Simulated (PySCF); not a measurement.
Species: C7H7NP (charge +1).
SMILES with atom numbers: `[CH:1]1=[CH:2][PH+:3]1[c:4]1[cH:5][cH:6][cH:7][n:8][cH:9]1`

Structure used (GFN2-xTB), in Å, numbered top down from 1:
```
atom  x, y, z in Å
C1     2.8352   -0.9756    0.0047
C2     2.9664    0.3057   -0.3238
P3     1.4397   -0.3858   -0.9411
C4    -0.1478   -0.0277   -0.1699
C5    -1.3205   -0.0971   -0.9240
C6    -2.5181    0.1860   -0.2905
C7    -2.4878    0.5211    1.0597
N8    -1.3704    0.5844    1.7639
C9    -0.2251    0.3215    1.1838
H10    3.2869   -1.7929    0.5291
H11    3.5928    1.1697   -0.2311
H12    1.4220   -0.7239   -2.2809
H13   -1.2948   -0.3629   -1.9724
H14   -3.4510    0.1471   -0.8292
H15   -3.3933    0.7496    1.6039
H16    0.6582    0.3897    1.8064
```

NICS is the negative of the GIAO shielding at a point without a nucleus: at the ring centre (0) and 1 Å above and below it (1); zz is the component along the ring normal. Level: GIAO PBE0/pcSseg-1 (PySCF, non-relativistic, gas phase) on the GFN2-xTB geometry, one conformer.

Rings: 1. C1–C2–P3; 2. C4–C5–C6–C7–N8–C9.

```tsv
set	NICS(0)	NICS(1), two faces	NICS(1)zz, two faces
P	-7.0	-11.0 / -11.0	-27.3 / -27.4
Q	-23.0	-8.9 / -9.9	-16.5 / -18.9
```

Problem. Which set (ppm) belongs to which ring?

Solution. P = 2, Q = 1.
- 1 (3-membered ring with P; formal bonds 1 double, 2 single): mean NICS(1)zz -17.7 ppm, shielded. P3 has four or more neighbours, so the value isn't read as a sign of a π ring current.
- 2 (6-membered ring with N; formal bonds all aromatic): mean NICS(1)zz -27.3 ppm, shielded. For a flat ring without four-coordinate atoms the NICS criterion counts such a value as aromatic.

Problem. How do the rings differ in shape?

Solution. 
```
ring                          bond lengths (Å)  rms pucker (Å)  HOMA  nearest outside atom to a NICS(1) probe (Å)
   1                       1.329, 1.786, 1.786            0.00     –                                hydrogen 1.78
   2  1.396, 1.384, 1.391, 1.322, 1.310, 1.400            0.00  0.98                                hydrogen 2.61
```

HOMA = 1 − mean of α(R − Ropt)² over the ring bonds, with Krygowski's 1993 parameters (CC: Ropt 1.388 Å, α 257.7 Å⁻²; CN: Ropt 1.334 Å, α 93.52 Å⁻²). A dash marks a ring with a four-coordinate atom, a triple bond, no multiple bond or a kind of bond without parameters.
